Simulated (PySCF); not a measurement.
These compounds are isomers of formula C7H11PSi.

A. SMILES Cc1cc(C=C)[pH]c1[SiH3]
B. `CCc1ccc([SiH3])cp1`
C. `Cc1ccccc1P[SiH3]`

Spectrum 1. ¹³C{¹H} NMR (computed): δ 168.6 (C), 167.9 (C), 147.7 (CH), 141.6 (CH), 129.8 (C), 124.2 (CH2), 22.9 (CH3).

Spectrum 2. ¹³C{¹H} NMR (computed): δ 146.8 (C), 141.2 (CH), 137.6 (C), 134.4 (CH), 133.9 (CH), 132.1 (CH), 24.8 (CH3).

Spectrum 3. ¹³C{¹H} NMR (computed): δ 190.8 (C), 174.2 (CH), 141.3 (CH), 138.3 (C), 136.9 (CH), 38.7 (CH2), 25.8 (CH3).

- geometry: GFN2-xTB
- shielding tensors at PBE0/pcSseg-1 (GIAO)
- program: PySCF 2.14.0 with density-fitted response routines
- single conformer, gas phase, equivalent nuclei averaged, non-relativistic Hamiltonian

Scale: TMS for ¹³C (σref 186.93) (reference shieldings calculated alike). Splittings of carbon signals by F and P are missing where no couplings were computed. Shifts are as computed. Against solution values, carbons near 30 ppm lie about +3 ppm off and those near 130 ppm about +5 ppm. Of 1211 compounds with measured shifts, 218 miss one by over three times the rms of a fit or turn the order of signals round; such compounds aren't used in these exercises.

**Question.** Match each spectrum to its structure.

**Answer.** 1–A, 2–C, 3–B.

- Spectrum 1 (A): 7 ¹³C signals; δC 141.6 is an alkene CH; δC 124.2 is a terminal =CH2 carbon.
- Spectrum 2 (C): 7 ¹³C signals; δC 134.4 is an aromatic CH; δC 133.9 is an aromatic CH.
- Spectrum 3 (B): 7 ¹³C signals; δC 136.9 is an aromatic CH; δC 38.7 is an sp3 CH2 on an aromatic ring.
